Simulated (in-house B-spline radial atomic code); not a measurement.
**Ionising O VI (O5+) with different functionals**

Computed with a B-spline radial code for spherical atoms: scalar-relativistic (spin-free X2C) Hamiltonian, Fermi nucleus of rms radius 2.6991 fm, spin-polarised at highest spin, spherical fractional occupations for the functionals, the average over the highest-spin determinants for Hartree-Fock. The ionisation energy is the difference of two self-consistent energies, [He] 2s1 → 1s2, without Breit or QED terms; ε is the level of the shell that loses the electron (its least bound occupied spin orbital).

```csv
method,rung,ΔSCF (eV),-ε(2s) (eV)
Hartree-Fock,Hartree-Fock,138.00,138.01
HF fractional,Hartree-Fock,138.00,138.01
LDA VWN5,LDA,137.82,127.59
LDA PW92,LDA,137.82,127.59
LDA exchange-only,LDA,136.85,126.60
PBE,GGA,138.74,128.32
PBEsol,GGA,138.13,127.91
BLYP,GGA,139.07,128.27
RPBE,GGA,?,?
PW91,GGA,138.86,128.42
BP86,GGA,138.36,128.29
AM05,GGA,137.80,127.69
OLYP,GGA,?,?
TPSS,meta-GGA,138.57,128.67
r2SCAN,meta-GGA,137.92,128.88
revTPSS,meta-GGA,138.41,128.71
PBE0,global hybrid,138.62,130.86
B3LYP,global hybrid,139.03,130.41
TPSSh,global hybrid,138.53,129.64
BHandHLYP,global hybrid,138.89,133.32
r2SCAN0,global hybrid,138.03,131.24
B97-1,global hybrid,138.42,130.35
HSE06,range-separated hybrid,138.62,130.43
wB97X,range-separated hybrid,136.93,133.26
CAM-B3LYP,range-separated hybrid,138.93,132.35
LC-wPBE,range-separated hybrid,138.85,133.91
```

What does OLYP give?

ΔSCF 139.04 eV, and -ε(2s) = 128.41 eV.

What does RPBE give?

ΔSCF 138.88 eV, and -ε(2s) = 128.40 eV.

Among the functionals, which spreads more, the ΔSCF values or the orbital energies?

The orbital energies: ΔSCF values span about 2.22 eV and the orbital energies 7.31 eV.

How do they compare with the NIST value?

NIST lists 138.119 eV ± 0.0021 (semi-empirical, ground level to ground level). Errors run from -1.26 to +0.95 eV; PBEsol is closest (+0.01 eV), but part of that can be cancellation, since the calculations leave out Breit-QED terms. Hartree-Fock also lacks correlation.
